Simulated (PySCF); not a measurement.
Core-level binding energies of `[SiH3][SiH2][SiH2]P`

H₉PSi₃.
Geometry (GFN2-xTB, Å), atoms numbered from 1 in this order:
```
atom  x, y, z in Å
Si1   -2.3169    0.3202    0.5775
Si2   -0.6202   -1.1118   -0.1039
Si3    1.2681   -0.0919   -0.9998
P4     2.0461    1.3503    0.5318
H5    -3.6352   -0.3193    0.5740
H6    -2.4173    1.4883   -0.3013
H7    -2.1010    0.8213    1.9358
H8    -1.1039   -2.0797   -1.1008
H9    -0.2050   -1.9719    1.0190
H10    2.3543   -0.9814   -1.4417
H11    0.9842    0.7629   -2.1606
H12    2.4208    0.3759    1.4354
H13    3.3218    1.4376    0.0167
```

Method used: PySCF 2.14.0, delta-SCF UKS SCAN, pcX-2 on the ionised atom, pcseg-1 elsewhere, spin-free X2C. Binding energies are ΔSCF values: E(core-ionised, relaxed orbitals) − E(ground state) at a fixed geometry, referred to the vacuum level.

Problem. List the computed XPS lines with their assignment.

Solution. 
```json
{"atom(s)": "Si1", "environment": "SiH3 silicon", "level": "Si 2p3/2", "binding energy (eV)": "106.48", "2p1/2 (eV)": "107.11", "above the level's lowest (eV)": "+0.18", "count": "1"}
{"atom(s)": "Si1", "environment": "SiH3 silicon", "level": "Si 1s", "binding energy (eV)": "1846.16", "2p1/2 (eV)": "–", "above the level's lowest (eV)": "+0.22", "count": "1"}
{"atom(s)": "Si2", "environment": "SiH2 silicon", "level": "Si 2p3/2", "binding energy (eV)": "106.30", "2p1/2 (eV)": "106.92", "above the level's lowest (eV)": "0.00", "count": "1"}
{"atom(s)": "Si2", "environment": "SiH2 silicon", "level": "Si 1s", "binding energy (eV)": "1845.94", "2p1/2 (eV)": "–", "above the level's lowest (eV)": "0.00", "count": "1"}
{"atom(s)": "Si3", "environment": "SiH2 silicon", "level": "Si 2p3/2", "binding energy (eV)": "106.35", "2p1/2 (eV)": "106.97", "above the level's lowest (eV)": "+0.05", "count": "1"}
{"atom(s)": "Si3", "environment": "SiH2 silicon", "level": "Si 1s", "binding energy (eV)": "1846.03", "2p1/2 (eV)": "–", "above the level's lowest (eV)": "+0.09", "count": "1"}
{"atom(s)": "P4", "environment": "three-coordinate phosphorus", "level": "P 2p3/2", "binding energy (eV)": "136.06", "2p1/2 (eV)": "136.95", "above the level's lowest (eV)": "0.00", "count": "1"}
{"atom(s)": "P4", "environment": "three-coordinate phosphorus", "level": "P 1s", "binding energy (eV)": "2149.54", "2p1/2 (eV)": "–", "above the level's lowest (eV)": "0.00", "count": "1"}
```

The 3 Si 1s values lie within 0.22 eV of each other; Gaussian lines of 0.5 eV full width would blend them into one maximum.

The 3 Si 2p3/2 values lie within 0.18 eV of each other.

Problem. Which photon wavelength matches the Si 2p3/2 of Si1 threshold?

Solution. λ = hc/E = 12398.42 eV Å / 106.48 eV = 116.439 Å.

Problem. Express the binding energy of Si 2p3/2 of Si1 in atomic units and per mole.

Solution. 106.48 eV = 3.9131 Eh = 10274 kJ/mol.

Spin–orbit coupling isn't in the SCF: each 2p doublet comes from a relaxed spin-free hole plus a matrix of the shell (mean-field spin–orbit coupling and the ground-state 2p splitting), with 2p3/2 averaged over its two sublevels. 2p1/2 minus 2p3/2 (ligand field included): Si 0.62 eV, P 0.89 eV. Isolated species at its GFN2-xTB geometry (one conformer only). GFN2-xTB frequencies show an imaginary mode (27i cm⁻¹), so this geometry is no minimum at that level.
